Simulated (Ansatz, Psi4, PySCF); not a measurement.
H5Si2 (SMILES [SiH2][SiH3]), doublet, at a GFN2-xTB geometry, atoms displaced at random by about 0.08 Å a coordinate. Base run: PBE/def2-SVP, gradient (PySCF).

Input for PySCF:
```python
from pyscf import gto, scf, dft

mol = gto.M(
    atom='''
Si    0.05810482   -0.01000750    1.10836726
Si    0.14604628   -0.11818115   -1.14071759
H    -1.26657136   -0.40656887    1.83709896
H     1.11145048   -0.60565221    1.77831811
H     0.07899104   -1.18616549   -1.71440296
H    -1.02118154    0.70574408   -1.59913900
H     1.28465795    0.67091196   -1.52279690
''',
    basis='def2-svp',
    spin=1,
    verbose=3,
)

mf = dft.UKS(mol)
mf.xc = 'pbe'
mf.kernel()
g = mf.nuc_grad_method()
grad = g.kernel()
```

Programs used: Ansatz (an electronic-structure program), Psi4, PySCF; a row that names a program was run with it.

The coordinate followed is z of atom 5.

Each row names what was changed in the base input (with any setting that the change needs).

```
change                                                  dE/dx (Eh/bohr)  net force (Eh/bohr)
------------------------------------------------------  ---------------  -------------------
base                                                           0.085119             0.000003
grids.level = 0; grid_response = off                           0.085946             0.001816
conv_tol = 1e-11                                               0.085119             0.000003
code = psi4                                                    0.085109             0.000004
grids.level = 1; grid_response = on                            0.085094             0.000000
finite difference step (bohr) = 0.05; conv_tol = 1e-11         0.085053                    -
conv_tol = 1e-6                                                0.085117             0.000003
finite difference step (bohr) = 0.01; conv_tol = 1e-11         0.085117                    -
code = ansatz                                                  0.085119             0.000000
conv_tol = 1e-4                                                0.085082             0.000003
density fitting = on                                           0.085111             0.000003
grids.level = 5; grid_response = off                           0.085119             0.000000
```

The net force is zero for an exact gradient.

Open shells are given as the SCF converged; they aren't shown to be the lowest states, and a large step between rows can be another state.
